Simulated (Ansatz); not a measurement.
Reaction (ligand exchange at the Si–N bond): `N[Si](O)(S)S` + H–F → `O[Si](F)(S)S` + NH₃

Calculated with Ansatz (gas phase, PBE0-D4/def2-TZVP geometries, no zero-point term in ΔE). CBS: MP2 limit from def2 TZ/QZ plus the TZ coupled-cluster correction, frozen cores. This one scheme is used for every species. Each species was taken in one conformer, which may not be the lowest.

`N[Si](O)(S)S`:

```xyz
10

N    -0.149   -0.975    1.275
Si    0.081    0.046   -0.072
O    -0.713   -0.614   -1.346
S     2.203    0.156   -0.200
S    -0.663    2.048   -0.029
H     0.386   -0.817    2.114
H    -1.078   -1.299    1.492
H    -0.501   -1.532   -1.532
H     2.193    1.260   -0.964
H    -1.758    1.728   -0.739
```

H–F:

```xyz
2

F    -0.317    0.294   -0.157
H     0.317   -0.294    0.157
```

`O[Si](F)(S)S`:

```xyz
8

O    -1.057   -0.367   -0.904
Si   -0.002   -0.213    0.326
F    -0.307   -1.340    1.409
S    -0.164    1.571    1.451
S     1.923   -0.390   -0.511
H    -1.992   -0.370   -0.685
H     0.092    2.346    0.382
H     1.505   -1.238   -1.468
```

NH₃:

Z-matrix (Å, degrees):
```
N
H 1 1.013
H 1 1.013 2 107.1
H 1 1.013 2 107.1 3 -114.5
```

```tsv
species	CCSD(T)/CBS(def2) energy (Eh)
`N[Si](O)(S)S`	-1217.67408
H–F	-100.39570
`O[Si](F)(S)S`	-1261.59146
NH₃	-56.50880
```

(1) Work out ΔE.

(2) What do rigid-rotor, harmonic-oscillator terms from PBE0-D4/def2-TZVP frequencies (298.15 K, 1 bar) make of the CCSD(T)/CBS value? (An estimate is asked.)

Largest T1 diagnostic among the species: 0.012.

Answers

(1) ΔE = (-1261.59146) + (-56.50880) − (-1217.67408) − (-100.39570) = -0.03048 Eh = -80.0 kJ/mol.

(2) The calculation gave: ΔZPE = +3.7 kJ/mol, ΔH = -77.3 kJ/mol, ΔS = 5 J/(mol·K), ΔG = -78.8 kJ/mol.

Leaving LDA and LC-ωPBE aside and taking each functional with its dispersion term where it has one, the values, not all of them listed here, spread over 18.3 kJ/mol, from B97M-V to revPBE-D4. LDA lies +8.0 kJ/mol from PBE without D4. The D4 term adds +7.4 kJ/mol with B3LYP and +4.1 kJ/mol with PBE0; it sums over pairs of atoms, weighted by their polarisabilities, and B3LYP, whose exchange is more repulsive, gets the larger term.

B3LYP here is the variant with VWN-RPA as its local correlation; programs differ in this.
